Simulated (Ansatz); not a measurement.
CH₆OSiSn (`[SnH3][CH]1O[SiH2]1`), one more setting.

```yaml
crystal:
  periodic: [false, false, false]
  atoms:
    - {symbol: Sn, position_ang: [-0.285092, 1.646049, 0.275927]}
    - {symbol: C, position_ang: [-0.355976, -0.485835, 0.458917]}
    - {symbol: O, position_ang: [0.948324, -1.106231, 0.823666]}
    - {symbol: Si, position_ang: [0.455036, -1.633733, -0.673410]}
    - {symbol: H, position_ang: [0.941684, 2.043335, -0.842574]}
    - {symbol: H, position_ang: [0.059791, 2.357124, 1.789117]}
    - {symbol: H, position_ang: [-1.795801, 2.208013, -0.292977]}
    - {symbol: H, position_ang: [-1.167062, -0.868430, 1.080052]}
    - {symbol: H, position_ang: [0.057586, -3.054451, -0.773308]}
    - {symbol: H, position_ang: [1.224712, -1.156942, -1.842410]}
basis:
  gaussian: {orbitals: def2-SVP}
hamiltonian: {xc: {name: wPBEh}}
output: {forces: true}
```

```sh
$ ansatz run in.yaml --threads 4 --pin off --events-out ev --progress --plain --max-ram 10444MiB
```

Output, abridged:

```
Functional definition: wPBEh
1091 factors; integrals over basis functions are off by at most 1.0e-3 eV
102 factors; integrals over basis functions are off by at most 3.8e-7 eV
mean field evaluation 1: about -16872.4500 eV, gradient 4.8e1 eV
mean field evaluation 2: about -16852.5674 eV, gradient 1.0e2 eV
mean field evaluation 4: about -16877.6058 eV, gradient 9.0e0 eV
mean field evaluation 8: about -16877.8608 eV, gradient 3.4e-1 eV
mean field evaluation 16: about -16877.8609 eV, gradient 2.4e-5 eV
mean field -16877.86092887 eV, -620.2499489109 hartree, gradient 2.4e-5 eV, S^2 0.000000; 0 other end points of the search recorded, 0 dependent functions left out
reference -16877.86097285 eV, -620.2499505271 hartree; 28, 28 occupied and 74, 74 virtual orbitals, 1091 factors
Total energy: -16877.86097285 eV, -620.2499505271 hartree
Atom 0 at    -0.285092     1.646049     0.275927 Å, force    -0.012782     0.115407    -0.001388 eV/Å
Atom 1 at    -0.355976    -0.485835     0.458917 Å, force     0.278748     0.000953     0.144349 eV/Å
Atom 2 at     0.948324    -1.106231     0.823666 Å, force     0.027268     0.360425     0.589546 eV/Å
Atom 3 at     0.455036    -1.633733    -0.673410 Å, force    -0.022003    -0.426283    -0.774624 eV/Å
Atom 4 at     0.941684     2.043335    -0.842574 Å, force     0.086010     0.026165    -0.072193 eV/Å
Atom 5 at     0.059791     2.357124     1.789117 Å, force     0.028690     0.043348     0.097875 eV/Å
Atom 6 at    -1.795801     2.208013    -0.292977 Å, force    -0.099888     0.049572    -0.041632 eV/Å
Atom 7 at    -1.167062    -0.868430     1.080052 Å, force    -0.275447    -0.107746     0.176131 eV/Å
Atom 8 at     0.057586    -3.054451    -0.773308 Å, force    -0.052255    -0.102775    -0.015307 eV/Å
Atom 9 at     1.224712    -1.156942    -1.842410 Å, force     0.041658     0.040935    -0.102756 eV/Å
Dipole moment:    -0.214539    -0.130966    -0.294119 e Å
```

Run time 1.6 s (4 threads of an Arm Neoverse V1 on a shared host); peak host memory 0.22 GiB.
